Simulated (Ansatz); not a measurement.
Cost and result for the atomization energy of C$_{3}$H$_{8}$AlF$_{2}$N, SMILES `CC(C)[NH][Al]([F])[F]` (15 atoms, 14 bonds).

Z-matrix (Å, degrees):
```
C
C 1 1.521
H 1 1.094 2 110.3
H 1 1.093 2 111.0 3 120.3
H 1 1.093 2 111.1 3 -119.7
C 2 1.516 1 111.1 3 -60.2
N 2 1.455 1 110.8 3 63.4
H 2 1.100 1 107.8 3 -177.8
H 6 1.094 2 110.9 1 61.4
H 6 1.091 2 110.4 1 -58.1
H 6 1.092 2 111.6 1 -178.2
Al 7 1.751 2 133.3 1 -122.9
H 7 1.011 2 111.3 1 54.8
F 12 1.643 7 117.8 2 178.3
F 12 1.641 7 124.8 2 -2.2
```

Total charge 0; spin multiplicity 1. The structure was optimised at the PBE0-D4/def2-TZVP level. It is one conformer, not always the lowest. Program: Ansatz. All runs use 2 threads of an AMD EPYC 7R13 on a shared host and a share of an NVIDIA H100 80 GB. Times are those of one run each, without the atoms' runs, and a repeat can differ threefold. Electronic energies, without spin–orbit coupling; frozen cores. CCSD(T)/CBS adds CCSD(T) − MP2 in def2-TZVPP to the MP2 limit, and its time is that of the two runs behind it. T1 = 0.011. B3LYP takes the VWN-RPA correlation (the form of Gaussian; ORCA's B3LYP/G).

CCSD(T)/CBS is a level of theory with its own doubt, some kJ/mol a heavy atom from the limit and from the frozen cores, so smaller differences don't rank the functionals.

| level | functions | wall time |
| --- | --- | --- |
| PBE0-D4/def2-TZVPP | 340 | 2.7 s |
| PBE-D4/def2-TZVPP (with forces) | 340 | 2.9 s |
| B2PLYP/def2-TZVPP | 340 | 3.7 s |
| r2SCAN-D4/def2-TZVPP (with forces) | 340 | 3.7 s |
| ωB97X-V/def2-TZVPP | 340 | 3.8 s |
| B3LYP-D4/def2-TZVPP (with forces) | 340 | 4.4 s |
| ωB97M-V/def2-TZVPP (with forces) | 340 | 4.5 s |
| MP2/def2-QZVPP | 652 | 6 s |
| CCSD(T)/def2-TZVPP | 340 | 8.5 s |
| CCSD(T)/CBS(def2) | – | 15 s |

(1) What atomization energy does each give, and how far from CCSD(T)/CBS? (An estimate is asked.)

Results:

(1) Computed: 
| level | atomization (kcal/mol) | difference from CCSD(T)/CBS | per bond |
| --- | --- | --- | --- |
| PBE0-D4/def2-TZVPP | 1438.3 | -5.1 | -0.4 |
| PBE-D4/def2-TZVPP (with forces) | 1463.3 | 19.9 | 1.4 |
| B2PLYP/def2-TZVPP | 1426.7 | -16.7 | -1.2 |
| r2SCAN-D4/def2-TZVPP (with forces) | 1441.1 | -2.3 | -0.2 |
| ωB97X-V/def2-TZVPP | 1441.7 | -1.7 | -0.1 |
| B3LYP-D4/def2-TZVPP (with forces) | 1438.0 | -5.4 | -0.4 |
| ωB97M-V/def2-TZVPP (with forces) | 1442.7 | -0.7 | -0.1 |
| MP2/def2-QZVPP | 1458.4 | 15.0 | 1.1 |
| CCSD(T)/def2-TZVPP | 1406.4 | -37.0 | -2.6 |
| CCSD(T)/CBS(def2) | 1443.4 | 0.0 | 0.0 |

The D4 term adds +12.2 kcal/mol with B3LYP and +6.5 kcal/mol with PBE0; it sums over pairs of atoms, weighted by their polarisabilities, and B3LYP, whose exchange is more repulsive, gets the larger term. From PBE to PBE0 (25 % exact exchange), in def2-TZVPP and without D4, the atomization energy moves by −23.8 kcal/mol: exact exchange takes away binding that semilocal exchange gives to molecules. In def2-TZVPP, CCSD(T) changes the Hartree–Fock value by +340.1 kcal/mol (the triples alone add +19.2 kcal/mol) and MP2 by +369.8 kcal/mol; breaking electron pairs costs correlation energy, which Hartree–Fock lacks.
